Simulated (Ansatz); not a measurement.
`[SnH3][SnH3]` + `CCO` → `CC[O][SnH3]` + `[SnH4]` at 400 K and 1 bar (cleavage of the Sn–Sn bond).

Isolated molecules relaxed with PBE0-D4/def2-TZVP in Ansatz; ΔE leaves out vibrations. CBS: MP2 limit from def2 TZ/QZ plus the TZ coupled-cluster correction, frozen cores. def2 core potentials past Kr. For Sn outer-core shells are correlated without core-valence functions, which leaves a few kJ/mol of doubt a bond. Each species was taken in one conformer, which may not be the lowest.

| species | CCSD(T)/CBS energy (Eh) | H − E (kJ/mol) | S (J/(mol·K)) |
| --- | --- | --- | --- |
| `[SnH3][SnH3]` | -431.62947 | 134.8 | 358.1 |
| `CCO` | -154.88256 | 231.6 | 290.7 |
| `CC[O][SnH3]` | -370.09955 | 269.3 | 391.1 |
| `[SnH4]` | -216.39156 | 85.2 | 244.6 |

H − E and S are ideal-gas, rigid-rotor, harmonic terms from PBE0-D4/def2-TZVP, for one conformer and one mirror image of each species. 1 Eh = 2625.50 kJ/mol, R = 8.31446 J/(mol·K).

Problem. By hand: ΔE, ΔH, ΔS and ΔG.

Solution. ΔE = (-370.09955) + (-216.39156) − (-431.62947) − (-154.88256) = 0.02092 Eh = 54.9 kJ/mol. Δ(H − E) = 269.3 + 85.2 − 134.8 − 231.6 = -11.9, so ΔH = 43.0 kJ/mol. ΔS = 391.1 + 244.6 − 358.1 − 290.7 = -13.1 J/(mol·K). ΔG = 43.0 − 400 × (-13.1)/1000 = 48.2 kJ/mol.

Problem. By hand: the equilibrium constant, and the temperature at which ΔG would vanish if ΔH and ΔS stayed fixed.

Solution. log₁₀ K = −ΔG/(RT ln 10) = -6.3. ΔH and −TΔS have one sign here, so there is no such temperature.

The number of gas molecules stays the same, so ΔS is small and ΔH decides. A doubt of 5 kJ/mol in ΔE shifts log₁₀ K by 0.7 here. Other conformers and mirror images would add mixing entropy, several J/(mol·K) or more a flexible species. Modes under 60 cm⁻¹, often nearly free rotors, make the harmonic entropy too high. These are equilibria of isolated gas molecules and say nothing of rates. Largest T1 diagnostic: 0.013 (customary marks: 0.02 for closed shells, 0.045 for open ones).
